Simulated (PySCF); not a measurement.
C$_{2}$H$_{2}$F$_{3}$O$_{2}$, charge +1, singlet, at a GFN2-xTB geometry. Base run: HF/def2-SVP in PySCF.

Input for PySCF:
```python
from pyscf import gto, scf

mol = gto.M(
    atom='''
O     1.143908   -0.508028    1.525917
C     0.761351   -0.215173    0.480819
O     1.779577    0.010549   -0.623972
C    -0.663184    0.098301   -0.097993
F    -0.926334    1.377105    0.076635
F    -0.649952   -0.162145   -1.410060
F    -1.556010   -0.650249    0.495057
H     2.703004   -0.268661   -0.400639
H     1.510780   -0.132673   -1.566562
''',
    basis='def2-svp',
    charge=1,
    spin=0,
    verbose=4,
)

mf = scf.RHF(mol)
mf.kernel()
```

Each row names what was changed in the base input (with any setting that the change needs).

```tsv
change	ΔE vs base (mEh)	fitting functions
base	0.000	-
auxbasis = even-tempered beta=2.0	0.128	895
auxbasis = even-tempered beta=1.6	0.090	1322
auxbasis = default (with mf = mf.density_fit())	0.527	571
exchange = seminumerical (SGX) (with mf = sgx.sgx_fit(mf, auxbasis='def2-universal-jfit'); with mf.with_df.dfj = True)	-0.442	365
auxbasis = even-tempered beta=3.0	-0.017	619
auxbasis = autoaux	0.604	827
auxbasis = def2-universal-jkfit	0.527	571
auxbasis = def2-tzvp-ri	0.740	562
auxbasis = cc-pvdz-jkfit	0.686	536
```

A fitting set is made for a task (jfit for Coulomb, jkfit for Coulomb and exchange, ri for correlation) and for a family of orbital bases.
